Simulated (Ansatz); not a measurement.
Total energies of `C[Se][SiH2]Cl`.

```
atom   x (Å)   y (Å)   z (Å)
  C1  -1.377   0.820   0.060
 Se2   0.004   0.656  -1.319
 Si3   1.394  -0.657  -0.135
 Cl4   0.566  -2.494   0.294
  H5  -2.153   1.457  -0.360
  H6  -0.964   1.284   0.954
  H7  -1.790  -0.160   0.288
  H8   2.605  -0.861  -0.960
  H9   1.714  -0.046   1.177
```

Total charge 0; spin multiplicity 1. Correlated methods include outer-core shells of Se, which these sets cover unevenly. Scalar relativity is left out up to krypton. Geometry: relaxed with PBE0-D4/def2-TZVP. It is one conformer, not always the lowest. Basis def2-TZVPP, Ansatz 0.2.0.

RPA on PBE orbitals: Hartree–Fock energy of these orbitals -3189.11572 Eh, correlation -1.26360 Eh (frozen core).

```
             functional  energy without D4 (Eh)  D4 term (kJ/mol)
            LDA (SPW92)             -3186.00574                 –
                    PBE             -3191.71342             -23.5
                 revPBE             -3192.11591             -62.6
                   BLYP             -3192.47162             -50.7
                 r2SCAN             -3192.38162              -5.5
                 B97M-V             -3191.84417                 –
                   PBE0             -3191.86690             -20.1
                  B3LYP             -3192.54864             -38.4
                r2SCANh             -3192.37459              -6.0
                r2SCAN0             -3192.36523              -6.6
HSE06 (plane-wave form)             -3191.85298             -18.9
                  BHLYP             -3192.43458             -32.5
              CAM-B3LYP             -3192.59028             -20.8
                LC-ωPBE             -3191.90529                 –
                ωB97X-V             -3192.12912                 –
                ωB97M-V             -3192.26636                 –
                 B2PLYP             -3191.80421                 –
               PBE-QIDH             -3191.37878                 –
```

B3LYP takes the VWN-RPA correlation (the form of Gaussian; ORCA's B3LYP/G). HSE06 is the plane-wave form, built on full-range PBE exchange. The double hybrids freeze the cores in their second-order part.

LC-ωPBE has ω = 0.4 bohr⁻¹.
